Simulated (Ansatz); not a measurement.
`OC(F)([SiH3])CF`, relaxed with RKS PBE0-D4/def2-TZVP in the Gaussian-basis code of Ansatz from a PBE-D4/def2-SVP geometry. The force threshold is 0.005 eV/Å; the program also tests the step.

Total charge 0; spin multiplicity 1.

Start:

```xyz
12

O     1.128   -0.916   -0.812
C    -0.032   -0.415   -0.257
F    -1.091   -1.357   -0.403
Si    0.231   -0.240    1.651
C    -0.470    0.856   -0.982
F    -0.313    0.657   -2.355
H     1.048   -0.781   -1.783
H     1.340    0.734    1.935
H     0.573   -1.597    2.184
H    -1.046    0.259    2.267
H     0.168    1.716   -0.679
H    -1.535    1.084   -0.766
```

Problem. By how much does the energy fall, and how many steps does the optimiser take? (Estimate.)

Solution. The calculation gave: 4.95 kJ/mol, in 6 steps.

Problem. Which bonds change most? (Best estimate.)

Solution. Ansatz gave: C2–F3 from 1.424 to 1.404 Å; Si4–H8 from 1.504 to 1.484 Å; C5–H11 from 1.112 to 1.094 Å; C5–H12 from 1.110 to 1.091 Å.

Problem. Give the relaxed structure. (An estimate is asked.)

Solution. The calculation gave: 
```xyz
12

O     1.135   -0.908   -0.802
C    -0.029   -0.417   -0.261
F    -1.056   -1.356   -0.447
Si    0.219   -0.236    1.636
C    -0.470    0.855   -0.953
F    -0.381    0.681   -2.324
H     1.077   -0.830   -1.764
H     1.309    0.739    1.893
H     0.559   -1.571    2.175
H    -1.048    0.265    2.226
H     0.190    1.683   -0.679
H    -1.505    1.093   -0.701
```
